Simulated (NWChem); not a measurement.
Molecule: CH6OSeSi; SMILES O([Se]C)[SiH3]

```xyz
10

Se    -0.4271     0.8517    -0.0705
C      1.4190     1.4728     0.0156
H      1.4244     2.4918    -0.4220
H      2.0860     0.8152    -0.5731
H      1.7447     1.5228     1.0715
O     -0.1642    -0.7525     0.8196
Si     0.1061    -2.0811    -0.2062
H     -1.0828    -2.3673    -1.0830
H      0.3491    -3.2394     0.7191
H      1.3151    -1.8631    -1.0792
```
Atoms are numbered in this order, from 1.

All runs: NWChem. Pople sets run with spherical d functions. The geometry was optimised at PBE-D3(BJ)/def2-SVP.

Q: What does the run give for Hartree-Fock/6-311G**? Quantities: highest occupied level (eV); orbital gap (eV); dipole (D).

A: 
| Quantity | Result |
|---|---|
| highest occupied level (eV) | -9.23 |
| orbital gap (eV) | 11.65 |
| dipole (D) | 2.20 |
